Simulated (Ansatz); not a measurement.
Ansatz (a first-principles code) input:

Ansatz 0.2 input:
```yaml
crystal:
  periodic: [false, false, false]
  atoms:
    - {symbol: Zr, position_ang: [-0.08261741, 0.02807501, 0.15627490]}
    - {symbol: O, position_ang: [-1.25764503, -1.24985509, -0.28489020]}
    - {symbol: F, position_ang: [-0.26147062, 1.67266868, -0.96336199]}
    - {symbol: F, position_ang: [1.74656581, -0.68646421, 0.52204262]}
basis:
  gaussian:
    orbitals: def2-TZVP
hamiltonian:
  xc: b3lyp
  dispersion: d3bj
total_charge: -1
magnetization: {spin_polarized: true, initial_magnetization: 1}
phonons: {temperatures: {t_min: 298.15, t_max: 298.15, t_step: 100}}
```

Question: Which total energy does the run end on?

Answer: -322.37244 Eh (B3LYP-D3(BJ)/def2-TZVP). The basis has 133 functions.

The spin state was set by rule; other spins were not relaxed.
